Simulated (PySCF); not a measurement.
Se(H)(NH2) (H₃NSe), SMILES [SeH]N.

The structure is a stationary point at PBE0-D3(BJ)/def2-TZVP.

Vertical ionisation energy (IE) and electron affinity (EA) in eV. Rows of orbital energies are one-electron estimates. Where ΔSCF, EOM or ADC give a negative EA the extra electron is unbound and the value depends on the basis.

```csv
level,IE,EA
"−ε(HOMO), −ε(LUMO), r2SCAN/def2-TZVPD (PySCF)",5.85,1.18
"−ε(HOMO), −ε(LUMO), PBE0/def2-TZVPD (PySCF)",6.79,0.70
ADC(2)/aug-cc-pVDZ (PySCF),8.86,-0.51
```

Beyond the first one, list the lowest photoelectron lines from ADC(2)/aug-cc-pVDZ run with PySCF with their pole strengths (two spins summed). (The exact figures need the calculation; the answer reports its results.)

9.47 eV (1.74), 11.96 eV (1.81), 14.69 eV (1.77), 16.12 eV (1.73).
